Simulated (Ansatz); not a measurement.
A run for Ansatz (an electronic-structure program): U-PBE/def2-TZVPP on O2 (SMILES O=O).

Ansatz 0.2 input:
```yaml
crystal:
  periodic: [false, false, false]
  atoms:
    - {symbol: O, position_ang: [-0.60212601, -0.00000000, -0.00000000]}
    - {symbol: O, position_ang: [0.60212601, 0.00000000, 0.00000000]}
basis:
  gaussian:
    orbitals: def2-TZVPP
hamiltonian:
  xc: {name: PBE}
magnetization: {spin_polarized: true, initial_magnetization: 2}
```

Task: Give the final energy of this run.

Result: -150.2486 hartree.
